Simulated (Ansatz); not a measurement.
Ansatz (a program for electronic structure) input:

Ansatz 0.2 input:
```yaml
crystal:
  periodic: [false, false, false]
  atoms:
    - {symbol: Si, position_ang: [-0.03429436, -0.08907971, 0.76819266]}
    - {symbol: H, position_ang: [-0.78872679, -0.92858189, -0.33489227]}
    - {symbol: F, position_ang: [0.75704276, 0.98695960, -0.47697836]}
basis:
  gaussian:
    orbitals: def2-TZVP
hamiltonian:
  xc: b3lyp
  dispersion: d3bj
total_charge: -1
magnetization: {spin_polarized: true, initial_magnetization: 1}
relax: {f_tol: 0.002, max_steps: 150}
```

**Question.** Predict the final energy.

**Answer.** -390.03269 Eh (B3LYP-D3(BJ)/def2-TZVP). The basis has 74 functions.
